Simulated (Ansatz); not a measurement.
**Molecular dynamics of CH₇FSSi₃**

Input file:

```yaml
crystal:
  periodic: [false, false, false]
  atoms:
    - { symbol: F, position_ang: [0.976793, 0.388458, 2.498035] }
    - { symbol: C, position_ang: [1.4863, -0.2949, 1.433956] }
    - { symbol: S, position_ang: [-0.014401, -2.559283, 1.264314] }
    - { symbol: Si, position_ang: [-0.278435, -1.651413, -0.688694] }
    - { symbol: Si, position_ang: [0.621376, 0.371627, -0.281885] }
    - { symbol: Si, position_ang: [-0.858211, 2.077835, -0.385309] }
    - { symbol: H, position_ang: [1.346897, -2.318112, 1.257837] }
    - { symbol: H, position_ang: [0.354992, -2.465436, -1.725997] }
    - { symbol: H, position_ang: [-1.714492, -1.66987, -0.940408] }
    - { symbol: H, position_ang: [1.725559, 0.640467, -1.200571] }
    - { symbol: H, position_ang: [-1.988758, 1.848856, 0.502678] }
    - { symbol: H, position_ang: [-0.243026, 3.33714, 0.009882] }
    - { symbol: H, position_ang: [-1.393893, 2.259834, -1.72904] }
basis:
  gaussian: { orbitals: STO-3G }
hamiltonian:
  xc: pbe
md:
  timestep: 0.5
  n_steps: 160
  ensemble: nve
  temperature: 100.0
  initial_velocities: maxwell_boltzmann
  seed: 9553
```

Launched with:

```bash
$ ansatz run input.yaml --threads 1 --pin off --max-ram 2048MiB --backend cpu --events-out ev --progress --plain --runs-dir out
```

It starts at the highest image of a converged band. Of that band: Neighbouring images differ by up to 1.6 eV, so the band resolves the path poorly. A vibrational analysis at the climbing image gives one clearly imaginary mode, 592i cm⁻¹: a first-order saddle point.

Output, in part (one step line in 6, the closing report, with atoms numbered from 0):

```
md step     0: t =     0.00 fs  T =   100.0 K  F+E_penalty+E_count = -37865.26341697 eV  E_kin = 0.142186 eV  conserved = -37865.12123097 eV  (25 SCF iters)
md step     6: t =     3.00 fs  T =    51.4 K  F+E_penalty+E_count = -37865.19345920 eV  E_kin = 0.073022 eV  conserved = -37865.12043755 eV  (22 SCF iters)
md step    12: t =     6.00 fs  T =    59.3 K  F+E_penalty+E_count = -37865.20532190 eV  E_kin = 0.084303 eV  conserved = -37865.12101859 eV  (23 SCF iters)
md step    18: t =     9.00 fs  T =    26.8 K  F+E_penalty+E_count = -37865.15843025 eV  E_kin = 0.038039 eV  conserved = -37865.12039118 eV  (22 SCF iters)
md step    24: t =    12.00 fs  T =    70.3 K  F+E_penalty+E_count = -37865.22104647 eV  E_kin = 0.100005 eV  conserved = -37865.12104151 eV  (24 SCF iters)
md step    30: t =    15.00 fs  T =    66.8 K  F+E_penalty+E_count = -37865.21562546 eV  E_kin = 0.095015 eV  conserved = -37865.12060998 eV  (23 SCF iters)
md step    36: t =    18.00 fs  T =    86.4 K  F+E_penalty+E_count = -37865.24355333 eV  E_kin = 0.122789 eV  conserved = -37865.12076444 eV  (23 SCF iters)
md step    42: t =    21.00 fs  T =   110.4 K  F+E_penalty+E_count = -37865.27765621 eV  E_kin = 0.156993 eV  conserved = -37865.12066314 eV  (30 SCF iters)
md step    48: t =    24.00 fs  T =   173.0 K  F+E_penalty+E_count = -37865.36645158 eV  E_kin = 0.245927 eV  conserved = -37865.12052503 eV  (30 SCF iters)
md step    54: t =    27.00 fs  T =   307.0 K  F+E_penalty+E_count = -37865.55768170 eV  E_kin = 0.436507 eV  conserved = -37865.12117438 eV  (30 SCF iters)
md step    60: t =    30.00 fs  T =   251.5 K  F+E_penalty+E_count = -37865.48005321 eV  E_kin = 0.357565 eV  conserved = -37865.12248789 eV  (30 SCF iters)
md step    66: t =    33.00 fs  T =   242.8 K  F+E_penalty+E_count = -37865.46731183 eV  E_kin = 0.345283 eV  conserved = -37865.12202844 eV  (31 SCF iters)
md step    72: t =    36.00 fs  T =   295.3 K  F+E_penalty+E_count = -37865.54129158 eV  E_kin = 0.419857 eV  conserved = -37865.12143507 eV  (30 SCF iters)
md step    78: t =    39.00 fs  T =   168.2 K  F+E_penalty+E_count = -37865.35950689 eV  E_kin = 0.239139 eV  conserved = -37865.12036754 eV  (23 SCF iters)
md step    84: t =    42.00 fs  T =   322.5 K  F+E_penalty+E_count = -37865.57992208 eV  E_kin = 0.458531 eV  conserved = -37865.12139064 eV  (30 SCF iters)
md step    90: t =    45.00 fs  T =   266.6 K  F+E_penalty+E_count = -37865.50125379 eV  E_kin = 0.378997 eV  conserved = -37865.12225694 eV  (29 SCF iters)
md step    96: t =    48.00 fs  T =   399.2 K  F+E_penalty+E_count = -37865.69251161 eV  E_kin = 0.567609 eV  conserved = -37865.12490267 eV  (29 SCF iters)
md step   102: t =    51.00 fs  T =   369.9 K  F+E_penalty+E_count = -37865.64628741 eV  E_kin = 0.525972 eV  conserved = -37865.12031568 eV  (29 SCF iters)
md step   108: t =    54.00 fs  T =   679.9 K  F+E_penalty+E_count = -37866.08749302 eV  E_kin = 0.966772 eV  conserved = -37865.12072128 eV  (29 SCF iters)
md step   114: t =    57.00 fs  T =  1132.5 K  F+E_penalty+E_count = -37866.72917259 eV  E_kin = 1.610228 eV  conserved = -37865.11894472 eV  (28 SCF iters)
md step   120: t =    60.00 fs  T =  1452.2 K  F+E_penalty+E_count = -37867.19081275 eV  E_kin = 2.064846 eV  conserved = -37865.12596683 eV  (29 SCF iters)
md step   126: t =    63.00 fs  T =  1047.5 K  F+E_penalty+E_count = -37866.60949983 eV  E_kin = 1.489342 eV  conserved = -37865.12015750 eV  (28 SCF iters)
md step   132: t =    66.00 fs  T =  1292.0 K  F+E_penalty+E_count = -37866.95941287 eV  E_kin = 1.837032 eV  conserved = -37865.12238059 eV  (28 SCF iters)
md step   138: t =    69.00 fs  T =  1243.0 K  F+E_penalty+E_count = -37866.88814226 eV  E_kin = 1.767388 eV  conserved = -37865.12075446 eV  (27 SCF iters)
md step   144: t =    72.00 fs  T =  1434.8 K  F+E_penalty+E_count = -37867.16831467 eV  E_kin = 2.040137 eV  conserved = -37865.12817736 eV  (27 SCF iters)
md step   150: t =    75.00 fs  T =  1022.4 K  F+E_penalty+E_count = -37866.57329063 eV  E_kin = 1.453670 eV  conserved = -37865.11962047 eV  (27 SCF iters)
md step   156: t =    78.00 fs  T =  1435.2 K  F+E_penalty+E_count = -37867.16328976 eV  E_kin = 2.040715 eV  conserved = -37865.12257456 eV  (27 SCF iters)
md step   160: t =    80.00 fs  T =  1760.8 K  F+E_penalty+E_count = -37867.63103231 eV  E_kin = 2.503598 eV  conserved = -37865.12743401 eV  (24 SCF iters)
Total energy: -37867.63105677 eV, -1391.6097737339 hartree
Atom 0 at     0.981170     0.218322     2.550177 Å, force    -0.507214    -0.659166    -0.143263 eV/Å
Atom 1 at     1.067060    -0.658959     1.423452 Å, force     2.268674     3.203954    -0.291483 eV/Å
Atom 2 at     0.116130    -2.108147     1.308894 Å, force    -3.872913    -3.585001    -0.812693 eV/Å
Atom 3 at    -0.314923    -1.696507    -0.834078 Å, force     0.232555    -0.776128     1.686816 eV/Å
Atom 4 at     0.623474     0.252228    -0.321147 Å, force     1.332134    -0.111665    -0.139721 eV/Å
Atom 5 at    -0.830239     1.985259    -0.309130 Å, force    -0.183570     0.329606     1.029065 eV/Å
Atom 6 at     2.056258    -1.183913     1.498240 Å, force     1.131819     1.531573    -0.379461 eV/Å
Atom 7 at     0.334456    -2.692832    -1.674848 Å, force     0.113041     0.076710    -0.163961 eV/Å
Atom 8 at    -1.729519    -1.779219    -1.088250 Å, force    -0.519006     0.049951    -0.246271 eV/Å
Atom 9 at     1.863433     0.486955    -1.090140 Å, force    -0.329990     0.206895     0.095861 eV/Å
Atom 10 at    -1.920978     1.589408     0.623001 Å, force     0.388248     0.299448    -0.633088 eV/Å
Atom 11 at    -0.200548     3.184039     0.260853 Å, force    -0.126173    -0.248558    -0.122794 eV/Å
Atom 12 at    -1.375574     2.386922    -1.607846 Å, force     0.072395    -0.317618     0.120995 eV/Å
Dipole moment:    -0.012593     0.187762    -0.449596 e Å
```

The run went to its last step. The conserved energy stayed within 0.66 meV per atom of its start (net change -0.48 meV per atom), so the integration is sound. The kinetic energy rose, since the run started high on the potential surface and went downhill. A run of 0.08 ps of so small a system gives no equilibrium averages. The orbitals stay closed-shell, which can raise the energy where a bond breaks towards radicals; this wasn't checked here. Limits of this set-up: minimal basis.

Between its relaxed ends the band would form S3–H7 and break C2–S3, C2–H7. These pairs go: S3–H7 1.38 → 2.16 Å, C2–S3 2.72 → 1.74 Å, C2–H7 2.04 → 1.12 Å. In the last frame they stand as before the step (other bonds may differ from the relaxed reactants and products). These pairs come and go: their bonding changes 9 times, last at 78 of 80 fs, so the outcome isn't settled. It ends as one piece, CH7FSSi3. Pairs count as bonded within 1.25 times the sum of covalent radii (0.12 Å more for H–H).

Last frame:

```xyz
13
Properties=species:S:1:pos:R:3
F 0.981 0.218 2.550
C 1.067 -0.659 1.423
S 0.116 -2.108 1.309
Si -0.315 -1.696 -0.834
Si 0.624 0.252 -0.321
Si -0.830 1.985 -0.309
H 2.056 -1.184 1.498
H 0.335 -2.693 -1.675
H -1.730 -1.779 -1.088
H 1.863 0.487 -1.090
H -1.921 1.589 0.623
H -0.201 3.184 0.261
H -1.376 2.387 -1.608
```

Run time: 16 min on 1 thread of Arm Neoverse N1, on a shared host, peak memory 0.12 GiB.
